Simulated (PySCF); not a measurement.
CH5NOZn.

```xyz
9

Zn     0.0568    -0.4087     0.0000
O      0.5070     1.3049     0.0000
C     -0.3504     2.3927     0.0000
H     -1.0132     2.4415    -0.8906
H      0.2371     3.3306     0.0000
H     -1.0132     2.4415     0.8906
N     -0.1097    -2.2134     0.0000
H     -0.5504    -2.6278     0.8181
H     -0.5504    -2.6278    -0.8181
```
Charge 0, spin multiplicity 1.

Geometry optimised at PBE0-D3(BJ)/def2-SVP. The structure was generated by enumeration; whether it is a known compound was not checked. The values are those of a single conformer.

Level of theory: KT2/pcSseg-1 (PySCF). Non-relativistic, no solvent.

Computed absolute GIAO shielding of each atom: isotropic value and principal components (ppm):
```
atom  σ(iso)     σ11     σ22     σ33    span
----  ------  ------  ------  ------  ------
Zn1   1586.9  1140.3  1183.5  2436.9  1296.5
O2     304.8   205.6   312.1   396.7   191.1
C3     123.4    93.2    94.5   182.4    89.2
H4      26.8    22.2    24.2    34.1    11.9
H5      27.2    23.3    24.1    34.2    10.9
H6      26.8    22.2    24.2    34.1    11.9
N7     282.6   244.8   299.9   303.0    58.2
H8      32.0    23.7    26.7    45.6    21.9
H9      32.0    23.7    26.7    45.6    21.9
```
